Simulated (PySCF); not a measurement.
Structure problem from calculated spectra and properties.

Elements present: C, H, N and Si. Monoisotopic mass: 129.0974 u.

| Property | Result |
| --- | --- |
| NMR, other nuclei | isotropic shieldings of nuclei other than C and H, by class: 233 (1 N), 377 (1 Si) ppm [GIAO B3LYP/pcSseg-1] |
| Dipole | 1.98 D [B3LYP/def2-SVPD] |
| Triplet | lowest triplet excitation (Tamm–Dancoff): 5.73 eV [TDA B3LYP/def2-SVPD] |
| UV, strongest line | among the 10 lowest singlet transitions: S4 at 7.00 eV (177 nm, f = 0.036) [TDDFT B3LYP/def2-SVPD] |
| 13C NMR | chemical shifts (computed TMS as zero) by class: 55.9 (1 C), 42.5 (1 C), 35.0 (1 C), 28.9 (1 C), 12.0 (1 C), 10.2 (1 C) ppm [GIAO B3LYP/pcSseg-1] |
| Rotational structure | rotational constants A, B, C: 2.769, 1.134, 0.919 GHz [PBE0-D3(BJ)/def2-SVP] |
| Polarisability | 106.4 au [B3LYP/def2-SVPD] |

Gas-phase values; electronic properties from PySCF, density fitting. Levels stand in brackets. The structure is a single PBE0-D3(BJ)/def2-SVP conformer in the gas phase; no vibrational or solvent corrections. NMR classes are plain means over equivalent atoms (diastereotopic ones count apart unless rotation or inversion swaps them), as if these changed places fast.

**Question.** Which formula fits the mass and the elements?

**Answer.** C6H15NSi (calculated 129.0974). No other formula that holds each of these elements comes within 0.0003 u with a fitting electron parity and a possible valence count.

**Question.** Propose a structure and show how it fits.

**Answer.** Numbering: `[NH2:1][CH2:2][C@@H:3]1[CH2:4][CH2:5][CH2:6][SiH2:7][CH2:8]1`. Its formula, C6H15NSi, gives 1 degree of unsaturation: 1 ring and 0 π bonds in the structure found. 6 carbons fall into 6 classes; from least to most shielded: chain sp3 carbon bound to nitrogen [C2] (55.9 ppm), sp3 CH carbon [C3] (42.5 ppm), ring CH2 carbon [C4] (35.0 ppm), ring CH2 carbon [C5] (28.9 ppm), ring sp3 carbon bound to silicon [C8] (12.0 ppm), ring sp3 carbon bound to silicon [C6] (10.2 ppm). The other shieldings belong to: 233 ppm, primary amine nitrogen [N1]; 377 ppm, SiH2 silicon [Si7]. The optimised geometry has point group C1 and is an asymmetric top. Structure: `NC[C@@H]1CCC[SiH2]C1`. Computed isomers that give other values at the same levels: `C/N=C\[SiH2]C(C)(C)C` (13C chemical shifts (computed TMS as zero) by class: 177.6 (1 C), 52.8 (1 C), 28.9 (3 C), 17.6 (1 C) ppm); `CC(C)[C@@H]1CN[SiH2]C1` (rotational constant A: 3.321 GHz; this holds for the one conformer computed); `CCC[C@H]1CN[SiH2]C1` (rotational constant A: 4.730 GHz; this holds for the one conformer computed). The assignments are read from this structure; whether some other isomer fits the data as well wasn't checked. The mirror image fits equally.
